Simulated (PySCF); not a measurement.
## Steps of a relaxation of [BiF4]−

[BiF4]− (singlet). PySCF 2.14.0, RKS PBE0, Bi def2-SVP with ECP60, F def2-SVP; non-relativistic Hamiltonian with scalar-relativistic core potentials where named; density fitting; no spin-orbit coupling. Origin of the start: template. Columns: position (Å) and force (eV/Å). Energies are counted from the last step; some of the 4 steps are shown. Forces carry noise of the integration grid, about 0.01 to 0.03 eV/Å.

Run from Python with OMP_NUM_THREADS=2. Where DIIS fails, smearing, a level shift and second-order steps follow.
It took 8.2 s on 2 threads of Intel(R) Xeon(R) Platinum 8488C (Sapphire Rapids) (shared host), from the converged density of the start.

```xyz
5
step 0  E = 1.507 eV
Bi    0.0000    0.0000    0.0000     0.00    0.00    0.00
F     1.1321    1.1321    1.1321     2.75    2.75    2.75
F    -1.1321   -1.1321    1.1321    -2.75   -2.75    2.75
F     1.1321   -1.1321   -1.1321     2.75   -2.75   -2.75
F    -1.1321    1.1321   -1.1321    -2.75    2.75   -2.75
```

```xyz
5
step 1  E = 0.033 eV
Bi    0.0000    0.0000    0.0000     0.00    0.00    0.00
F     1.2196    1.2196    1.2196     0.32    0.32    0.32
F    -1.2196   -1.2196    1.2196    -0.32   -0.32    0.32
F     1.2196   -1.2196   -1.2196     0.32   -0.32   -0.32
F    -1.2196    1.2196   -1.2196    -0.32    0.32   -0.32
```

```xyz
5
step 2  E = 0.004 eV
Bi    0.0000    0.0000    0.0000     0.00    0.00    0.00
F     1.2310    1.2310    1.2310     0.10    0.10    0.10
F    -1.2310   -1.2310    1.2310    -0.10   -0.10    0.10
F     1.2310   -1.2310   -1.2310     0.10   -0.10   -0.10
F    -1.2310    1.2310   -1.2310    -0.10    0.10   -0.10
```

Q: Where does the relaxation end?

A: It converges at step 3 in Td:
```xyz
5
step 3  E = 0
Bi    0.0000    0.0000    0.0000
F     1.2365    1.2365    1.2365
F    -1.2365   -1.2365    1.2365
F     1.2365   -1.2365   -1.2365
F    -1.2365    1.2365   -1.2365
```

Q: How did the contacts change?

A: 
| contact | start (Å) | end (Å) |
| --- | --- | --- |
| Bi1–F2 (F) | 1.961 | 2.142 |
| Bi1–F3 (F) | 1.961 | 2.142 |
| Bi1–F4 (F) | 1.961 | 2.142 |
| Bi1–F5 (F) | 1.961 | 2.142 |
